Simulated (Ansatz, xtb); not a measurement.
C4H7ClSi: 12 structures ranked

12 gas-phase structures of C4H7ClSi, from a drawn sample of its isomers (lower ones may exist). Each was relaxed with GFN2-xTB:

A. `C=C/C(Cl)=C/[SiH3]`, a singlet
B. `C=C(Cl)/C=C\[SiH3]`, a singlet
C. `C=C/C(Cl)=C\[SiH3]`, a singlet
D. `[SiH3]/C=C/C=C/Cl`, a singlet
E. `C=C([SiH3])/C=C/Cl`, a singlet
F. `C=C/C([SiH3])=C/Cl`, a singlet
G. `C=C/C([SiH3])=C\Cl`, a singlet
H. `C=C([SiH3])/C=C\Cl`, a singlet
I. `C=C(Cl)/C=C/[SiH3]`, a singlet
J. `C=C/C=C(/[SiH3])Cl`, a singlet
K. `C=C([SiH3])C(=C)Cl`, a singlet
L. `C=C/C=C(\[SiH3])Cl`, a singlet

Question: Which do you expect lowest at r2SCAN-D4/def2-SVP//GFN2-xTB, and how would the others follow?

Answer: Calculated order at r2SCAN-D4/def2-SVP//GFN2-xTB: A (0.0), J (0.5), I (1.1), D (1.3), C (1.5), G (1.7), L (3.3), B (3.6), E (3.8), F (4.1), K (6.1), H (7.7) kcal/mol. Less than 1 kcal/mol parts A and J; J and I; I and D; D and C; C and G; L and B; B and E; E and F, so the order within those pairs means little.

Energies above the lowest of each column, in kcal/mol; the last columns are at r2SCAN-D4/def2-SVP geometries and were run for some of them only (a dash: not run or not comparable):

```csv
structure,GFN2-xTB,HF/STO-3G,r2SCAN-D4/def2-SVP//GFN2-xTB,r2SCAN-D4/def2-SVP,CCSD(T)/def2-SVP + ΔMP2/def2-TZVPP
A,0.0,1.0,0.0,0.0,0.0
J,0.8,0.0,0.5,0.6,0.3
I,1.6,1.1,1.1,1.3,0.5
D,1.7,1.2,1.3,1.6,1.3
C,0.4,1.3,1.5,1.8,1.2
G,2.1,2.2,1.7,1.9,1.0
L,0.9,1.5,3.3,–,–
B,2.0,6.4,3.6,–,–
E,3.5,4.0,3.8,–,–
F,2.6,4.4,4.1,–,–
K,2.4,5.2,6.1,–,–
H,5.9,6.4,7.7,–,–
```

CCSD(T)/def2-SVP + ΔMP2/def2-TZVPP has A and G and I and J within 1 kcal/mol of each other at the bottom, and every level picks one of them. CCSD(T)/def2-SVP + ΔMP2/def2-TZVPP orders those it was run on as A (0.0), J (0.3), I (0.5), G (1.0), C (1.2), D (1.3) kcal/mol. Less than 1 kcal/mol parts A and J; J and I; I and G; G and C; C and D, so the order within those pairs means little. Flexible structures stand in one conformer each, not always the lowest. Frequencies (GFN2-xTB) were run for A, C, D, G, I, J alone. ΔMP2 is the change of the MP2 energy from the smaller to the larger basis.

Over these structures GFN2-xTB departs from r2SCAN-D4/def2-SVP//GFN2-xTB by 1.1 kcal/mol on average once a common shift is removed. A GFN2-xTB relaxation took about 0.15 s and the r2SCAN-D4/def2-SVP//GFN2-xTB energy about 2.6 s on a shared host (Ansatz 0.2.0, xtb 6.7.1).
